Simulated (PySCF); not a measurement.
GaH₇OSi₂. Atoms are numbered in the order given.

```xyz
11

Ga    -0.2593    -0.0016     0.0000
O     -2.0596    -0.1213     0.0000
H     -2.5442     0.7144     0.0000
Si     0.7593    -2.1974     0.0000
H      1.6308    -2.3589    -1.2050
H      1.6308    -2.3589     1.2050
H     -0.2615    -3.2853     0.0000
Si     0.7489     2.2138     0.0000
H      1.6128     2.3913     1.2076
H      1.6128     2.3913    -1.2076
H     -0.2805     3.2986     0.0000
```

The structure is a stationary point at B3LYP-D3(BJ)/def2-SVP. The structure was generated by enumeration; whether it is a known compound was not checked. Other conformers were not sampled.

Computed with r2SCAN/def2-TZVP run with PySCF.

Gas-phase values at a fixed geometry.

Q: Estimate the frontier levels, gap, dipole moment and polarisability. (An estimate is asked for; the answer gives what the named calculation found.)

A: 
| Item | Value |
|---|---|
| highest occupied level | -6.43 eV |
| lowest empty level | -2.44 eV |
| orbital gap | 3.99 eV |
| dipole moment | 1.24 D |
| quadrupole, principal values (traceless, Buckingham form, about the centre of nuclear charge) | -7.72, 3.78, 3.93 D·Å |
| mean static polarisability | 98.8 bohr³ (14.64 Å³) |
| polarisability, principal values | 74.0, 91.8, 130.5 bohr³ |
